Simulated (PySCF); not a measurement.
H4Cl3FGeO2Si2, SMILES F[SiH2]O[SiH2][O][Ge]([Cl])([Cl])[Cl], PBE0/def2-SVP optimised geometry.

```
13

Si    -3.25    -0.35    -1.55
F     -2.83     0.60    -2.78
O     -2.22    -1.63    -1.48
Si    -0.92    -2.52    -1.99
O      0.49    -1.82    -1.43
Ge     1.03    -1.00     0.00
Cl     0.30    -2.00     1.73
Cl     3.15    -1.00     0.00
Cl     0.31     1.00     0.00
H     -4.62    -0.85    -1.82
H     -3.15     0.43    -0.30
H     -0.83    -2.52    -3.47
H     -1.06    -3.88    -1.42
```

Density from PBE0/def2-TZVP (PySCF) at that geometry.

Minimum of the electron density along straight lines between bonded atoms, close to the bond critical point (lines longer than 1.1 times the sum of covalent radii, or with two minima, are not listed):

```tsv
bond	length / Å	ρ at the minimum / e bohr⁻³	∇²ρ there / e bohr⁻⁵	position (fraction from the first atom)
Si1–F2	1.619	0.133	0.91	0.42
Si1–O3	1.644	0.133	0.85	0.41
O3–Si4	1.650	0.131	0.82	0.59
Si4–O5	1.669	0.127	0.75	0.41
O5–Ge6	1.737	0.154	0.76	0.52
Ge6–Cl7	2.132	0.111	0.17	0.43
Ge6–Cl8	2.122	0.113	0.18	0.43
Ge6–Cl9	2.131	0.111	0.17	0.43
Si1–H10	1.483	0.127	0.13	0.49
Si1–H11	1.481	0.128	0.13	0.49
Si4–H12	1.483	0.127	0.13	0.49
Si4–H13	1.484	0.127	0.13	0.49
```
